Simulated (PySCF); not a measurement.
**Dipole polarisabilities along group 8, charge +2**

Calculated with PySCF 2.14 for the ground configurations, without spin-orbit coupling: coupled response for Hartree-Fock and DFT. Mean α in bohr³, C₆ of like pairs in atomic units.

```json
{"species": "Fe²⁺ [Ar] 3d6 (aug-cc-pVTZ with one added diffuse shell each of s, p, d, f, g type, non-relativistic)", "α UHF": "3.105", "α PBE0": "3.665", "C₆ UHF": "8.848", "C₆ PBE0": "10.60"}
{"species": "Ru²⁺ [Kr] 4d6 (aug-cc-pVTZ-PP with one added diffuse shell each of s, p, d, f, g type with ECP28MDF, ECP)", "α UHF": "7.479", "α PBE0": "8.209", "C₆ UHF": "39.48", "C₆ PBE0": "43.87"}
{"species": "Os²⁺ [Xe] 4f14 5d6 (aug-cc-pVTZ-PP with one added diffuse shell each of s, p, d, f, g type with ECP60MDF, ECP)", "α UHF": "10.48", "α PBE0": "11.25", "C₆ UHF": "65.76", "C₆ PBE0": "71.30"}
```
